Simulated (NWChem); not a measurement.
Species: germanium monoxide (GeO, singlet); SMILES [O]=[Ge]

```xyz
2

Ge     0.0000     0.0000     0.3391
O      0.0000     0.0000    -1.2845
```
Atoms are numbered in this order, from 1.

Computed with NWChem. Low-valent species are run as closed-shell singlets; no triplet was tried in these runs. Coordinates come from a PBE0/def2-SVP optimisation. B3LYP is NWChem's, with the RPA form of VWN correlation. Vertical excitations in the gas phase; the lowest state need not have the same character in each row.

```
level                    lowest excitation, singlet (eV)  oscillator strength of that lowest state  lowest state with f > 0.02, singlet (eV)  lowest triplet (eV)  orbital gap (eV)
-----------------------  -------------------------------  ----------------------------------------  ----------------------------------------  -------------------  ----------------
PBE/def2-SVP, TDA                                   4.84                                     0.000                                      5.00                 3.85              4.41
B3LYP/def2-SVP, TDA                                 4.74                                     0.000                                      5.05                 3.81              6.13
LRC-wPBEh/def2-SVP, TDA                             4.88                                     0.000                                      5.15                 3.86             10.16
BHandHLYP/def2-SVP, TDA                             4.77                                     0.000                                         ?                 3.81                 ?
```

Some entries are withheld; supply them.


- BHandHLYP/def2-SVP, TDA, lowest state with f > 0.02, singlet (eV): 5.21
- BHandHLYP/def2-SVP, TDA, orbital gap (eV): 8.68
